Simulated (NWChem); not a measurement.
System: SiF3, doublet; SMILES F[Si](F)F

Parts of the log:

```
             Northwest Computational Chemistry Package (NWChem) 7.3.0
             --------------------------------------------------------

                             Geometry "geometry" -> ""
                             -------------------------

 Output coordinates in angstroms (scale by  1.889725989 to convert to a.u.)

  No.       Tag          Charge          X              Y              Z
 ---- ---------------- ---------- -------------- -------------- --------------
    1 F                    9.0000     1.45783800     0.35233600    -0.20456100
    2 Si                  14.0000     0.00000000     0.00000000     0.37573700
    3 F                    9.0000    -1.03405100     1.08635700    -0.20456100
    4 F                    9.0000    -0.42378700    -1.43869300    -0.20456100

 Effective nuclear repulsion energy (a.u.)     173.8843511332

                                 NWChem DFT Module
                                 -----------------

 Summary of "ao basis" -> "ao basis" (spherical)
 ------------------------------------------------------------------------------
       Tag                 Description            Shells   Functions and Types
 ---------------- ------------------------------  ------  ---------------------
 F                           6-31g*                  6       14   3s2p1d
 Si                          6-31g*                  8       18   4s3p1d

 in cosmo_initialize ...
 calling solv_data for solv:ethanol

 solvent parameters
 solvname_short: ethanol
 solvname_long:  ethanol
 dielec:       24.8520
 dielecinf:     1.8526
 nonaqueous SMD model solvent descriptors
 dielec:       24.8520
 sola:          0.3700
 solb:          0.4800
 solc:          0.0000
 solg:         31.6200
 solh:          0.0000
 soln:          1.3611

          ---------------
          -cosmo- solvent
          ---------------
 Cosmo: York-Karplus, doi: 10.1021/jp992097l
 dielectric constant -eps-     =  24.85
 screen = (eps-1)/(eps    )    =   0.95976
 surface charge correction     = lagrangian

   van der Waals surface
 --------------------------

[...]

                                COSMO-SMD solvation results
                                ---------------------------

             internal energy in gas <Psi(g)|H|Psi(g)> =      -588.998602236946
         internal energy in solvent <Psi(s)|H|Psi(s)> =      -588.998305926957
                               delta internal energy  =         0.000296309989 (    0.19 kcal/mol)
   total free energy in solvent <Psi(s)|H+V/2|Psi(s)> =      -589.002432833982
 polarization energy contribution <Psi(s)|V/2|Psi(s)> =        -0.004126907025 (   -2.59 kcal/mol)
    total free energy in solvent including G(SMD-CDS) =      -589.002139940300
                       G(SMD-CDS) energy contribution =         0.000292893682 (    0.18 kcal/mol)
     1 M fixed-concentration free energy of solvation =        -0.003537703354 (   -2.22 kcal/mol)

                    DFT Final Alpha Molecular Orbital Analysis
                    ------------------------------------------

 Vector   19  Occ=1.000000D+00  E=-5.291102D-01
              MO Center= -2.8D-01,  4.1D-01, -1.6D-01, r^2= 2.4D+00
   Bfn.  Coefficient  Atom+Function         Bfn.  Coefficient  Atom+Function
  ----- ------------  ---------------      ----- ------------  ---------------
    37      0.371225  3 F  pz                41      0.273952  3 F  pz
    35     -0.235746  3 F  px                 3     -0.221318  1 F  px
    36      0.220695  3 F  py                 5     -0.213704  1 F  pz
    50      0.185497  4 F  py                39     -0.161598  3 F  px
     9     -0.157712  1 F  pz                51     -0.157314  4 F  pz

 Vector   20  Occ=1.000000D+00  E=-5.130864D-01
              MO Center= -5.2D-04,  6.5D-04, -2.0D-01, r^2= 2.7D+00
   Bfn.  Coefficient  Atom+Function         Bfn.  Coefficient  Atom+Function
  ----- ------------  ---------------      ----- ------------  ---------------
     4      0.376482  1 F  py                49      0.371504  4 F  px
    35     -0.280816  3 F  px                 8      0.275115  1 F  py
    53      0.271480  4 F  px                36     -0.267248  3 F  py
    39     -0.205197  3 F  px                40     -0.195285  3 F  py
    50     -0.109550  4 F  py                 3     -0.091123  1 F  px

 Vector   21  Occ=1.000000D+00  E=-3.164742D-01
              MO Center=  1.0D-04, -8.2D-05,  8.7D-01, r^2= 1.9D+00
   Bfn.  Coefficient  Atom+Function         Bfn.  Coefficient  Atom+Function
  ----- ------------  ---------------      ----- ------------  ---------------
    23      0.494600  2 Si pz                24      0.449673  2 Si s
    20      0.444669  2 Si s                 16     -0.187964  2 Si s
     5     -0.180047  1 F  pz                37     -0.180025  3 F  pz
    51     -0.180044  4 F  pz                19     -0.169698  2 Si pz
     9     -0.155773  1 F  pz                41     -0.155753  3 F  pz

 Vector   22  Occ=0.000000D+00  E= 8.875888D-02
              MO Center=  1.5D-01, -9.1D-02,  6.0D-01, r^2= 3.7D+00
   Bfn.  Coefficient  Atom+Function         Bfn.  Coefficient  Atom+Function
  ----- ------------  ---------------      ----- ------------  ---------------
    26      0.759099  2 Si py                25     -0.556872  2 Si px
    38     -0.427314  3 F  s                 22      0.331535  2 Si py
    52      0.261585  4 F  s                 21     -0.243184  2 Si px
     8     -0.179053  1 F  py                 4     -0.166215  1 F  py
     6      0.166409  1 F  s                 53      0.157970  4 F  px

[...]
```

Level: M06-2X/6-31G* (spherical d), spin-unrestricted, SMD on the gas-phase geometry. In the optimisation the excess spin sits in a (C3, its own frame). Coordinates come from a PBE0/def2-SVP, spin-unrestricted optimisation. No stability test was run on the SCF state. Solvent: ethanol.

Q: Which NWChem input produces such a log?

A: One answer among several that fit: the input that was run:
```
start job
memory heap 200 mb stack 900 mb global 1100 mb
geometry units angstroms noautosym nocenter noautoz
  F      1.457838     0.352336    -0.204561
  Si     0.000000     0.000000     0.375737
  F     -1.034051     1.086357    -0.204561
  F     -0.423787    -1.438693    -0.204561
end
basis spherical
  * library 6-31g*
end
dft
  odft
  mult 2
  xc m06-2x
  iterations 150
end
cosmo
  do_cosmo_smd true
  solvent ethanol
end
task dft energy
```
